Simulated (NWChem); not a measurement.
System: SrBr2; SMILES [Br][Sr][Br]

Here is an NWChem input.

```
start job
memory heap 200 mb stack 900 mb global 1100 mb
geometry units angstroms noautoz
  Sr     0.000000     0.000000     0.237252
  Br     2.749568     0.000000    -0.158754
  Br    -2.749568     0.000000    -0.158754
end
basis spherical
  * library def2-svpd
end
ecp
  Sr library def2-ecp
end
dft
  xc pbe0
  iterations 150
end
tddft
  cis
  nroots 6
  notriplet
end
task tddft energy
```

Structure relaxed at the PBE0/def2-SVP level. Not confirmed as a minimum by frequencies. def2 effective core potentials on Sr; no spin-orbit coupling.

Vertical excitations in the gas phase.

Q: Predict the main results of this run. (PBE0/def2-SVPD with def2 effective core potentials on Sr, TDA.) Quantities: lowest excitation, singlet (eV); lowest state with f > 0.02, singlet (eV); orbital gap (eV).

A: 
```
Item                                      Value
----------------------------------------  -----
lowest excitation, singlet (eV)            4.28
lowest state with f > 0.02, singlet (eV)   4.28
orbital gap (eV)                           5.34
```
